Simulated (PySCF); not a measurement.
A GIAO shielding run with PySCF 2.14.0 with density-fitted response routines (density fitting, non-relativistic, gas phase) on SMILES C#C[Si@@H]1[SiH2][C@H](CC)[C@H]1F, C$_{6}$H$_{11}$FSi$_{2}$:

```
$ OMP_NUM_THREADS=1 python probes_run.py task.json out

{"job": {"kind": "nmr", "xc": "PBE0", "basis": "pcSseg-1"}, "charge": 0, "multiplicity": 1}
C      4.320772    -0.685322     0.181178
C      3.374362    -0.169588    -0.353549
Si     1.895242     0.634517    -1.122073
Si     0.253439     1.565531     0.250287
C     -0.718142     0.112593    -0.578490
C     -1.588555    -0.765713     0.311899
C     -2.761669     0.004737     0.901982
C      0.437197    -0.656207    -1.255783
F      0.099940    -1.030995    -2.551040
H      5.151862    -1.142033     0.638067
H      2.313477     1.135489    -2.435471
H     -0.352853     2.880178     0.010928
H      0.384667     1.400728     1.702979
H     -1.348642     0.510721    -1.381297
H     -0.976745    -1.172109     1.122793
H     -1.968168    -1.611548    -0.269601
H     -2.403095     0.840437     1.500622
H     -3.364718    -0.641649     1.535965
H     -3.396577     0.398187     0.110765
H      0.643058    -1.597275    -0.732893
```

Hardware: 1 thread of an Arm Neoverse N1, shared host. The job also computes population analyses, field gradients, ring-centre shieldings.

(1) How large is the calculation?

(2) How long does it take, and how much memory does it need?

## Answers

(1) 84 electrons, 222 basis functions and 1195 auxiliary functions.

(2) 85 s of wall time, with 14 SCF cycles and 5 response iterations; peak memory 0.94 GiB. Times on a shared host scatter by some tens of per cent.
